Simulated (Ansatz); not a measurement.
Consider the hydrogenolysis of a C–Br bond: `FC(Br)I` + H₂ → `FCI` + HBr.

Isolated molecules relaxed with PBE0-D4/def2-TZVP in Ansatz; ΔE leaves out vibrations. CBS: MP2 limit from def2 TZ/QZ plus the TZ coupled-cluster correction, frozen cores. This one scheme is used for every species. Functionals use def2-TZVPP. Elements past krypton have def2 core potentials. For Br, I outer-core shells are correlated without core-valence functions, which leaves a few kJ/mol of doubt a bond. Scalar relativity is left out up to krypton.

Q: Is it downhill or uphill in electronic energy at CCSD(T)/CBS, and by how much? (Estimate.)

A: Ansatz gave: Downhill: ΔE = -20.4 kcal/mol.

Q: What do these levels give: LDA (SPW92), B97M-V, B2PLYP, BLYP, r2SCAN0, BHLYP, CAM-B3LYP, RPA@PBE/def2-TZVPP, MP2/def2-SVP, SCS-MP2/def2-TZVPP, MP2/CBS(def2), CCSD/CBS(def2)? (Estimate.)

A: The calculation gave: LDA (SPW92) -18.5, B97M-V -21.2, B2PLYP -21.5, BLYP -20.8, r2SCAN0 -21.8, BHLYP -25.1, CAM-B3LYP -23.4, RPA@PBE/def2-TZVPP -20.8, MP2/def2-SVP -22.9, SCS-MP2/def2-TZVPP -20.4, MP2/CBS(def2) -18.2, CCSD/CBS(def2) -22.2 kcal/mol.

Largest T1 diagnostic among the species: 0.010.

From r2SCAN to r2SCAN0 (25 % exact exchange), in def2-TZVPP and without D4, ΔE moves by −2.2 kcal/mol. The D4 term adds +2.4 kcal/mol with B3LYP and +1.2 kcal/mol with PBE0; it sums over pairs of atoms, weighted by their polarisabilities, and B3LYP, whose exchange is more repulsive, gets the larger term. In def2-TZVPP, CCSD(T) changes the Hartree–Fock value by +7.6 kcal/mol (the triples alone add +1.8 kcal/mol) and MP2 by +9.8 kcal/mol.

B3LYP here is the variant with VWN-RPA as its local correlation; programs differ in this.
